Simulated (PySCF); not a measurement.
A structure optimised at PBE0-D3(BJ)/def2-SVP, used in a PySCF frequency run:

```
C
H 1 1.1038
H 1 1.1038 2 105.26
C 1 1.4977 2 109.20 3 -117.13
C 4 1.3295 1 125.96 2 -122.69
F 5 1.3311 4 121.91 1 180.00
H 5 1.0941 4 125.94 1 0.00
H 4 1.0952 5 117.03 7 180.00
C 1 1.5133 2 109.13 3 117.01
H 9 1.0981 1 112.03 2 -175.93
H 9 1.0981 10 108.86 1 124.45
Br 9 1.9411 10 106.06 11 113.73
```
Charge 0, spin multiplicity 1.

Task: Write its SMILES, formula and point group.

Result: F/C=C/CCBr, C4H6BrF, Cs

Task: What are its rotational constants (standard atomic weights)?

Result: 12.856, 0.61198, 0.58847 GHz
